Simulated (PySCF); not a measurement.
**Steps of a relaxation of [Pb(OCH3)2]2+**

[Pb(OCH3)2]2+ (singlet; a saddle point, relaxed within its symmetry). PySCF 2.14.0, RKS B3LYP, Pb def2-SVP with ECP60, O def2-SVP, C def2-SVP, H def2-SVP; non-relativistic Hamiltonian with scalar-relativistic core potentials where named; density fitting; no spin-orbit coupling. Origin of the start: template. Columns: position (Å) and force (eV/Å). Energies are counted from the last step; some of the 6 steps are shown. Forces carry noise of the integration grid, about 0.01 to 0.03 eV/Å.

Run from Python with OMP_NUM_THREADS=2. Where DIIS fails, smearing, a level shift and second-order steps follow.
It took 32 s on 2 threads of Arm Neoverse V2, on a shared host, from the converged density of the start.

```xyz
11
step 0  E = 0.718 eV
Pb    0.0000    0.0000    0.0000     0.00    0.00    0.00
O     0.0000    0.0000    1.8312     0.00    0.00   -1.33
C     0.0000    0.0000    3.2412     0.00    0.00    3.51
H    -1.0277    0.0000    3.6045    -0.49    0.00   -0.20
H     0.5138   -0.8900    3.6045     0.24   -0.42   -0.20
H     0.5138    0.8900    3.6045     0.24    0.42   -0.20
O     0.0000    0.0000   -1.8312     0.00    0.00    1.33
C     0.0000    0.0000   -3.2412     0.00    0.00   -3.51
H    -1.0277    0.0000   -3.6045    -0.49    0.00    0.20
H     0.5138    0.8900   -3.6045     0.24    0.42    0.20
H     0.5138   -0.8900   -3.6045     0.24   -0.42    0.20
```

```xyz
11
step 2  E = 0.049 eV
Pb    0.0000    0.0000    0.0000     0.00    0.00    0.00
O     0.0000    0.0000    1.8759     0.00    0.00   -0.36
C     0.0000    0.0000    3.4291     0.00    0.00    0.66
H    -1.0690    0.0000    3.6788     0.02    0.00    0.01
H     0.5345   -0.9257    3.6788    -0.01    0.02    0.01
H     0.5345    0.9257    3.6788    -0.01   -0.02    0.01
O     0.0000    0.0000   -1.8759     0.00    0.00    0.36
C     0.0000    0.0000   -3.4291     0.00    0.00   -0.66
H    -1.0690    0.0000   -3.6788     0.02    0.00   -0.01
H     0.5345    0.9257   -3.6788    -0.01   -0.02   -0.01
H     0.5345   -0.9257   -3.6788    -0.01    0.02   -0.01
```

```xyz
11
step 3  E = 0.006 eV
Pb    0.0000    0.0000    0.0000     0.00    0.00    0.00
O     0.0000    0.0000    1.8862     0.00    0.00   -0.13
C     0.0000    0.0000    3.4840     0.00    0.00    0.20
H    -1.0719    0.0000    3.7138    -0.01    0.00    0.01
H     0.5360   -0.9283    3.7138     0.01   -0.01    0.01
H     0.5360    0.9283    3.7138     0.01    0.01    0.01
O     0.0000    0.0000   -1.8862     0.00    0.00    0.13
C     0.0000    0.0000   -3.4840     0.00    0.00   -0.20
H    -1.0719    0.0000   -3.7138    -0.01    0.00   -0.01
H     0.5360    0.9283   -3.7138     0.01    0.01   -0.01
H     0.5360   -0.9283   -3.7138     0.01   -0.01   -0.01
```

Question: Where does the relaxation end?

Answer: It converges at step 5 in D3h:
```xyz
11
step 5  E = 0
Pb    0.0000    0.0000    0.0000
O     0.0000    0.0000    1.8911
C     0.0000    0.0000    3.5156
H    -1.0742    0.0000    3.7347
H     0.5371   -0.9303    3.7347
H     0.5371    0.9302    3.7347
O     0.0000    0.0000   -1.8911
C     0.0000    0.0000   -3.5156
H    -1.0742    0.0000   -3.7347
H     0.5371    0.9302   -3.7347
H     0.5371   -0.9303   -3.7347
```

Question: How did the contacts change?

Answer: 
| contact | start (Å) | end (Å) |
| --- | --- | --- |
| Pb1–O2 (OCH3) | 1.831 | 1.891 |
| Pb1–O7 (OCH3) | 1.831 | 1.891 |
